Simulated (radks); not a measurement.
Results of a calculation; reference values are marked as such.
Problem. Valence configurations of Gd IV (all share [Xe]). Code: a radial shooting solver on a logarithmic mesh with Libxc functionals. Model: scalar-relativistic Kohn-Sham, LDA (Slater exchange, Perdew-Wang correlation), spin-polarised, spherical densities, point nucleus; open shells are filled with parallel spins first (spin-orbit coupling, left out, can overturn this in heavy ions). Order these by energy: 4f6.5 5d0.5; 4f6.5 6s0.5; 4f6 6s1; 4f7; 4f5 6s2; 4f6 5d1; 4f6 6p1; 4f5 5d2; 4f5 5d1 6s1.

Solution. From the lowest, in eV above it: 4f7 0.000; 4f6.5 5d0.5 5.895; 4f6.5 6s0.5 7.372; 4f6 5d1 13.054; 4f6 6s1 16.586; 4f6 6p1 22.445; 4f5 5d2 31.521; 4f5 5d1 6s1 36.128; 4f5 6s2 42.499. NIST lists [Xe] 4f7 as the ground configuration; this level of theory agrees among the configurations tried. The energies are those of spherical high-spin densities, not of single terms.
